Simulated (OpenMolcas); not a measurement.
Ni2+.

| Item | Value |
| --- | --- |
| Program | OpenMolcas 26.06 |
| Method | CASSCF |
| Basis | ANO-RCC-VDZP [5s4p2d1f] |
| Scalar Hamiltonian | DKH2, point nucleus |
| Active space | 8 electrons in 6 orbitals (3d 4s) |
| State averaging | 2S+1 = 5 even, 10 roots; 2S+1 = 3 even, 55 roots; 2S+1 = 1 even, 50 roots (43 in the spin-orbit step) |
| Spin-orbit coupling | RASSI with atomic mean-field integrals over the reference wave functions, term energies averaged over their components |

Levels without dynamic correlation, in cm-1 above 3d8 3F4:

```tsv
Level	E
3d8 1D2	12878
3d8 3P2	21452
3d8 1G4	22393
```

On this reference, MS-CASPT2, IPEA 0.25 Eh, imaginary shift 0.1 Eh (closed shells correlated: 3s 3p) puts 3d8 1D2 at 13070 cm-1.

Question: Estimate the other levels at that method by one scale factor, and say how well it serves.

Answer: The factor is 13070 / 12878 = 1.015. Scaled values beside those that MS-CASPT2 gives and measured ones (Corliss and Sugar, J. Phys. Chem. Ref. Data 10, 197 (1981)):
```
  Level  Scaled  MS-CASPT2  Miss (%)  Measured
3d8 3P2   21774      17530     +24.2     16662
3d8 1G4   22729      23480      -3.2     23109
```
For these levels the scaled values miss MS-CASPT2 by up to 24.2 %, as correlation changes each term by its own factor, spin-orbit parts do not scale and CASPT2 has its own spread within terms. This holds within one configuration; levels of others move differently, and the target method has errors of its own against measurement.

CASPT2 does not keep the components of a term degenerate, so their means are used; among the terms shown or strongly mixed into the levels shown the widest spread is 3000 cm-1 (3d8 3F, MS-CASPT2). Some high roots are left out of the spin-orbit mixing, which shifts the levels that they would mix with. Without dynamic correlation excited terms often stand tens of per cent too high (terms of higher spin than the ground term too low), and those without a measured partner can miss by more than the paired ones (holds for CASSCF). Some levels mix across a computed gap that differs much from the measured one, so their mixing is not that of the real levels (holds for MS-CASPT2). Measured partners are found by configuration, term and J. A level has none where our copy of the source lacks it or the pairing is in doubt (some pairs that miss far off the trend of their configuration count as doubtful), and it then counts in no deviation. Levels of configurations outside the active space are missing.
